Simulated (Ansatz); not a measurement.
`C#CO[SiH2]F` + H₂ → `C#CO[SiH3]` + H–F at 600 K and 1 bar (hydrogenolysis of the Si–F bond).

Calculated with Ansatz (gas phase, PBE0-D4/def2-TZVP geometries, no zero-point term in ΔE). CCSD(T)/CBS is the MP2 limit (def2-TZVPP, def2-QZVPP) plus CCSD(T) − MP2 in def2-TZVPP, frozen cores. This one scheme is used for every species. One conformer a species, not always the lowest.

```tsv
species	CCSD(T)/CBS energy (Eh)	H − E (kJ/mol)	S (J/(mol·K))
`C#CO[SiH2]F`	-541.96553	167.6	409.4
H₂	-1.17544	43.9	150.8
`C#CO[SiH3]`	-442.69805	175.9	380.0
H–F	-100.39570	42.3	194.0
```

H − E and S are ideal-gas, rigid-rotor, harmonic terms from PBE0-D4/def2-TZVP, for one conformer and one mirror image of each species. The MP2-based limit puts H₂ 0.8 mEh under its directly extrapolated value; such offsets cancel only in part. 1 Eh = 2625.50 kJ/mol, R = 8.31446 J/(mol·K).

Q: By hand: ΔE, ΔH, ΔS and ΔG.

A: ΔE = (-442.69805) + (-100.39570) − (-541.96553) − (-1.17544) = 0.04722 Eh = 124.0 kJ/mol. Δ(H − E) = 175.9 + 42.3 − 167.6 − 43.9 = 6.7, so ΔH = 130.7 kJ/mol. ΔS = 380.0 + 194.0 − 409.4 − 150.8 = 13.8 J/(mol·K). ΔG = 130.7 − 600 × (13.8)/1000 = 122.4 kJ/mol.

Q: By hand: the equilibrium constant, and the temperature at which ΔG would vanish if ΔH and ΔS stayed fixed.

A: log₁₀ K = −ΔG/(RT ln 10) = -10.7. ΔG = 0 at ΔH/ΔS = 9471 K, far beyond where these terms or the molecules hold.

The number of gas molecules stays the same, so ΔS is small and ΔH decides. A doubt of 5 kJ/mol in ΔE shifts log₁₀ K by 0.4 here. Other conformers and mirror images would add mixing entropy, several J/(mol·K) or more a flexible species. Modes under 60 cm⁻¹, often nearly free rotors, make the harmonic entropy too high. These are equilibria of isolated gas molecules and say nothing of rates. Largest T1 diagnostic: 0.013 (customary marks: 0.02 for closed shells, 0.045 for open ones).
